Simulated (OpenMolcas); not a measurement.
## Computed transition rates of Co5+

```
Program             : OpenMolcas 26.06
Method              : CASSCF
Basis               : ANO-RCC-VTZP [6s5p3d2f1g]
Scalar Hamiltonian  : DKH2, point nucleus
Active space        : 4 electrons in 5 orbitals (3d)
State averaging     : 2S+1 = 5 even, 5 roots; 2S+1 = 3 even, 45 roots; 2S+1 = 1 even, 50 roots
Spin-orbit coupling : state interaction with AMFI integrals over the reference wave functions, term energies averaged over their components
```

Rates come from the transition moments of the reference wave functions (E1 and E2 in the length form). At fixed line strength A goes as λ^-3 for E1 and M1 and as λ^-5 for E2, so a rate at the computed wavelength can be rescaled to the measured one. Measured vacuum wavelengths follow from level energies in Sugar and Corliss, J. Phys. Chem. Ref. Data 10, 1097 (1981). Branching counts decays inside the model space alone, at computed energies, and the table is only a selection of the E2 and M1 lines, drawn from those between levels with measured partners whose computed energy lies within a factor of 1.5 of the measured one.

```json
{"Upper": "3d⁴ ¹S₀(2)", "Lower": "3d⁴ ¹D₂(1)", "Type": "E2", "λ computed (nm)": "99.54", "λ measured (nm)": "117.8", "A computed (s-1)": "1.23e+02", "A rescaled (s-1)": "5.30e+01", "Branching %": "82.4"}
{"Upper": "3d⁴ ¹D₂(2)", "Lower": "3d⁴ ¹G₄(1)", "Type": "E2", "λ computed (nm)": "132.2", "λ measured (nm)": "154.8", "A computed (s-1)": "6.38e+01", "A rescaled (s-1)": "2.90e+01", "Branching %": "66.6"}
{"Upper": "3d⁴ ¹G₄(2)", "Lower": "3d⁴ ¹I₆", "Type": "E2", "λ computed (nm)": "215.8", "λ measured (nm)": "261.6", "A computed (s-1)": "9.05e+00", "A rescaled (s-1)": "3.46e+00", "Branching %": "63.8"}
{"Upper": "3d⁴ ³F₂(2)", "Lower": "3d⁴ ³H₄", "Type": "E2", "λ computed (nm)": "193.8", "λ measured (nm)": "235", "A computed (s-1)": "7.81e+00", "A rescaled (s-1)": "2.98e+00", "Branching %": "40.4"}
{"Upper": "3d⁴ ³F₄(2)", "Lower": "3d⁴ ³H₆", "Type": "E2", "λ computed (nm)": "198.2", "λ measured (nm)": "240.6", "A computed (s-1)": "7.20e+00", "A rescaled (s-1)": "2.73e+00", "Branching %": "39.7"}
{"Upper": "3d⁴ ³F₃(2)", "Lower": "3d⁴ ³H₅", "Type": "E2", "λ computed (nm)": "195.4", "λ measured (nm)": "237", "A computed (s-1)": "6.85e+00", "A rescaled (s-1)": "2.61e+00", "Branching %": "37.8"}
{"Upper": "3d⁴ ¹S₀(1)", "Lower": "3d⁴ ³P₁(1)", "Type": "M1", "λ computed (nm)": "433.7", "λ measured (nm)": "591.3", "A computed (s-1)": "5.31e+00", "A rescaled (s-1)": "", "Branching %": "100.0"}
{"Upper": "3d⁴ ³P₀(1)", "Lower": "3d⁴ ⁵D₁", "Type": "M1", "λ computed (nm)": "309.1", "λ measured (nm)": "370.9", "A computed (s-1)": "4.30e+00", "A rescaled (s-1)": "", "Branching %": "100.0"}
{"Upper": "3d⁴ ³P₁(1)", "Lower": "3d⁴ ⁵D₂", "Type": "M1", "λ computed (nm)": "301.1", "λ measured (nm)": "358.8", "A computed (s-1)": "3.32e+00", "A rescaled (s-1)": "", "Branching %": "88.7"}
{"Upper": "3d⁴ ³F₄(1)", "Lower": "3d⁴ ⁵D₄", "Type": "M1", "λ computed (nm)": "295.7", "λ measured (nm)": "344.4", "A computed (s-1)": "2.30e+00", "A rescaled (s-1)": "", "Branching %": "81.1"}
{"Upper": "3d⁴ ³P₂(1)", "Lower": "3d⁴ ⁵D₃", "Type": "M1", "λ computed (nm)": "287.3", "λ measured (nm)": "340.4", "A computed (s-1)": "2.25e+00", "A rescaled (s-1)": "", "Branching %": "90.2"}
{"Upper": "3d⁴ ³F₃(1)", "Lower": "3d⁴ ⁵D₃", "Type": "M1", "λ computed (nm)": "291.1", "λ measured (nm)": "338.9", "A computed (s-1)": "1.33e+00", "A rescaled (s-1)": "", "Branching %": "65.0"}
{"Upper": "3d⁴ ¹D₂(1)", "Lower": "3d⁴ ³F₃(1)", "Type": "M1", "λ computed (nm)": "398.2", "λ measured (nm)": "452.4", "A computed (s-1)": "1.27e+00", "A rescaled (s-1)": "", "Branching %": "38.4"}
{"Upper": "3d⁴ ³D₃", "Lower": "3d⁴ ⁵D₄", "Type": "M1", "λ computed (nm)": "208.1", "λ measured (nm)": "250.7", "A computed (s-1)": "1.17e+00", "A rescaled (s-1)": "", "Branching %": "58.5"}
{"Upper": "3d⁴ ³F₂(1)", "Lower": "3d⁴ ⁵D₂", "Type": "M1", "λ computed (nm)": "286.8", "λ measured (nm)": "333.7", "A computed (s-1)": "5.93e-01", "A rescaled (s-1)": "", "Branching %": "57.4"}
{"Upper": "3d⁴ ¹I₆", "Lower": "3d⁴ ³H₆", "Type": "M1", "λ computed (nm)": "677.8", "λ measured (nm)": "737.1", "A computed (s-1)": "4.08e-01", "A rescaled (s-1)": "", "Branching %": "56.0"}
{"Upper": "3d⁴ ¹I₆", "Lower": "3d⁴ ³H₅", "Type": "M1", "λ computed (nm)": "655.6", "λ measured (nm)": "714.6", "A computed (s-1)": "3.20e-01", "A rescaled (s-1)": "", "Branching %": "43.9"}
{"Upper": "3d⁴ ³G₄", "Lower": "3d⁴ ⁵D₄", "Type": "M1", "λ computed (nm)": "267.1", "λ measured (nm)": "305.9", "A computed (s-1)": "1.48e-01", "A rescaled (s-1)": "", "Branching %": "38.2"}
{"Upper": "3d⁴ ⁵D₄", "Lower": "3d⁴ ⁵D₃", "Type": "M1", "λ computed (nm)": "13410", "λ measured (nm)": "15220", "A computed (s-1)": "1.12e-02", "A rescaled (s-1)": "7.66e-03", "Branching %": "100.0"}
{"Upper": "3d⁴ ⁵D₃", "Lower": "3d⁴ ⁵D₂", "Type": "M1", "λ computed (nm)": "16810", "λ measured (nm)": "18670", "A computed (s-1)": "9.77e-03", "A rescaled (s-1)": "7.13e-03", "Branching %": "100.0"}
{"Upper": "3d⁴ ³H₄", "Lower": "3d⁴ ⁵D₄", "Type": "M1", "λ computed (nm)": "347.3", "λ measured (nm)": "376", "A computed (s-1)": "4.17e-03", "A rescaled (s-1)": "", "Branching %": "84.4"}
{"Upper": "3d⁴ ⁵D₂", "Lower": "3d⁴ ⁵D₁", "Type": "M1", "λ computed (nm)": "23900", "λ measured (nm)": "25970", "A computed (s-1)": "4.16e-03", "A rescaled (s-1)": "3.24e-03", "Branching %": "100.0"}
{"Upper": "3d⁴ ³H₆", "Lower": "3d⁴ ³H₅", "Type": "M1", "λ computed (nm)": "20000", "λ measured (nm)": "23370", "A computed (s-1)": "2.78e-03", "A rescaled (s-1)": "1.74e-03", "Branching %": "99.1"}
{"Upper": "3d⁴ ³H₅", "Lower": "3d⁴ ³H₄", "Type": "M1", "λ computed (nm)": "21520", "λ measured (nm)": "23290", "A computed (s-1)": "2.65e-03", "A rescaled (s-1)": "2.09e-03", "Branching %": "98.7"}
{"Upper": "3d⁴ ⁵D₁", "Lower": "3d⁴ ⁵D₀", "Type": "M1", "λ computed (nm)": "46010", "λ measured (nm)": "49020", "A computed (s-1)": "5.55e-04", "A rescaled (s-1)": "4.59e-04", "Branching %": "100.0"}
```

Spin-changing lines and M1 lines between different terms are not rescaled, since their strength hangs on the term gaps too.

The largest correction is for 3d⁴ ³F₄(2) → 3d⁴ ³H₆ (E2): 7.20e+00 × (198.2 / 240.6)^5 = 2.73e+00 s-1, a factor of 0.38.

The computed rate and branching of 3d⁴ ⁵D₁ → 3d⁴ ⁵D₀ give the upper level a radiative lifetime of 1.000 / 5.55e-04 s-1 = 1.80e+03 s, counting decays inside the model space alone. The rescaled rate gives about 2.2e+03 s.

The computed order of these levels differs from the measured one in 4 places, and where term gaps are wrong the rates of spin-changing lines can be off by large factors.

These are rates of the free ion; in crystals, glasses and complexes forced electric-dipole and non-radiative decay shorten such lifetimes by orders of magnitude. No measured rate stands beside these. Rescaling mends the energy factor alone: line strengths can still be far off where a level mixes with configurations outside the active space, and weak or spin-changing lines hang on small mixing coefficients that depend on the term gaps too, so rescaling need not improve them.

Without dynamic correlation excited terms often stand tens of per cent too high (terms of higher spin than the ground term too low), and those without a measured partner can miss by more than the paired ones. Measured partners are found by configuration, term and J. A level has none where our copy of the source lacks it or the pairing is in doubt (some pairs that miss far off the trend of their configuration count as doubtful). Only configurations of the active space appear.

A number in round brackets counts repeated terms of one configuration in the order of the reference energies.
